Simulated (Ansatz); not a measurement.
Relaxation of GaH4NO (7 atoms, charge 0, multiplicity 1), to a largest force component of 0.03 eV/Å in at most 50 steps.

Computed with RKS PBE0/def2-SVP in Ansatz 0.2.0.

```xyz
7
Properties=species:S:1:pos:R:3
Ga 0.169 -0.260 0.251
H 0.584 -0.711 1.674
N 1.978 0.110 0.013
H 2.542 -0.124 0.820
H 2.525 0.462 -0.763
O -1.144 -0.034 -0.912
H -2.014 -0.289 -0.588
```

Q: Where does it end, and by what steps?

A: The forces met the threshold. After 7 steps the energy has fallen by 0.679 eV; H2 moved furthest, 0.71 Å.

| step | energy less start (eV) | largest force component (eV/Å) | accepted |
| --- | --- | --- | --- |
| 0 | 0.0000 | 2.066 | yes |
| 1 | -0.3417 | 1.317 | yes |
| 2 | -0.5330 | 0.435 | yes |
| 3 | -0.6384 | 0.329 | yes |
| 4 | -0.6678 | 0.471 | yes |
| 5 | -0.6711 | 0.174 | yes |
| 6 | -0.6746 | 0.381 | yes |
| 7 | -0.6787 | 0.019 | yes |

```xyz
7
Properties=species:S:1:pos:R:3
Ga 0.316 -0.317 0.470
H -0.083 -0.883 1.866
N 1.998 0.113 -0.016
H 2.816 0.017 0.570
H 2.225 0.474 -0.935
O -0.861 -0.017 -0.843
H -1.770 -0.234 -0.619
```

Time of the run: 23 s on 1 thread of Arm Neoverse V2 (shared host), peak memory 0.15 GiB.
